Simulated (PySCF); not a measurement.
Spectrum to structure. Method: PySCF 2.14.0, density-fitted response routines, TDDFT wB97X-D/def2-SVPD, vertical, gas phase, core orbitals frozen in the response. Geometries: GFN2-xTB, one conformer each.

| state | E (eV) | f |
| --- | --- | --- |
| S1 | 6.36 | 0.0006 |
| S2 | 7.01 | 0.0079 |
| S3 | 7.23 | 0.0050 |
| S4 | 7.60 | 0.067 |
| S5 | 7.91 | 0.010 |
| S6 | 7.94 | 0.0038 |
| S7 | 7.98 | 0.020 |
| S8 | 8.14 | 0.029 |

Triplets computed (Tamm–Dancoff): 6.09, 6.82, 7.05 eV.

Orbital energies (eV): HOMO-3 -11.32, HOMO-2 -11.18, HOMO-1 -10.42, HOMO -9.25, LUMO 1.63, LUMO+1 2.00, LUMO+2 2.27.

Question: Which candidate is it? All have the formula C2H13NSi3.
A. `CC[SiH2]N([SiH3])[SiH3]`
B. `C([SiH2][SiH2]NC)[SiH3]`
C. `CN(C)[SiH2][SiH2][SiH3]`

Answer: A. Its S1, at 6.36 eV, is the highest among the candidates; the nearest of the others has S1 at 5.48 eV. S1 is HOMO→LUMO (94%). Löwdin shares by element: HOMO nitrogen 47%, silicon 24% (atoms not listed hold the other 29%); LUMO silicon 47%, nitrogen 8% (atoms not listed hold the other 45%). At the same level the other candidates give, for their lowest levels:
- `CN(C)[SiH2][SiH2][SiH3]`: 4.95 eV (f 0.018); 5.32 eV (f 0.005); 6.23 eV (f 0.077); 6.35 eV (f 0.007); 6.80 eV (f 0.013); T1 4.64 eV; HOMO -8.04, LUMO 1.09 eV
- `CN[SiH2][SiH2]C[SiH3]`: 5.48 eV (f 0.004); 6.45 eV (f 0.019); 6.80 eV (f 0.013); 6.95 eV (f 0.024); 7.06 eV (f 0.008); T1 5.26 eV; HOMO -8.60, LUMO 1.26 eV

Conformer computed: `[CH3:1][CH2:2][SiH2:3][N:4]([SiH3:5])[SiH3:6]`: C1–C2–Si3–N4 -55°, C2–Si3–N4–Si5 -51°.
